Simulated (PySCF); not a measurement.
**Potential energy of CsSi along the bond**

Set-up: basis Cs def2-SVPD with ECP46, Si def2-SVPD; scalar-relativistic core potentials; PySCF 2.14. Energies in eV from Cs + Si in their ground configurations at the same level. State: ⁴Σ⁻ (quartet), unpaired electrons σ ↑, π ↑↑.

```csv
R (Å),MN15,ωB97X,PBE,UHF
2.889,-1.280,-1.294,-1.331,-0.559
3.023,-1.491,-1.525,-1.535,-0.859
3.158,-1.605,-1.652,-1.647,-1.044
3.258,-1.644,-1.696,-1.687,-1.126
3.359,-1.653,-1.708,-1.698,-1.171
3.460,-1.639,-1.694,-1.688,-1.186
3.594,-1.594,-1.646,-1.651,-1.172
3.762,-1.509,-1.554,-1.578,-1.117
3.964,-1.383,-1.415,-1.469,-1.014
4.232,-1.201,-1.209,-1.313,-0.847
```

Question: Put a parabola through the three lowest points of the MN15 curve and estimate Re, k and ωe (reduced mass 23.11 u; 1 eV/Å² = 0.16022 mdyn/Å; ωe = 1302.8·√(k/μ) cm⁻¹).

Answer: Through R = 3.258, 3.359, 3.46 Å the second-order coefficient is 1.13 eV/Å², so Re ≈ 3.348 Å, k ≈ 0.361 mdyn/Å and ωe ≈ 163 cm⁻¹. A polynomial fit of higher order to the unrounded MN15 energies gives Re = 3.344 Å, k = 0.378 mdyn/Å, ωe = 167 cm⁻¹; anharmonicity and rounding make the difference.

The higher-order fit for each curve: MN15: Re = 3.344 Å, ωe = 167 cm⁻¹, De = 1.65 eV; ωB97X: Re = 3.350 Å, ωe = 174 cm⁻¹, De = 1.71 eV; PBE: Re = 3.358 Å, ωe = 158 cm⁻¹, De = 1.70 eV; UHF: Re = 3.474 Å, ωe = 158 cm⁻¹, De = 1.19 eV.

Spin–orbit coupling is left out, which matters for elements this heavy, above all for dissociation energies. The state was picked by a PBE0 search and need not be the measured ground state.
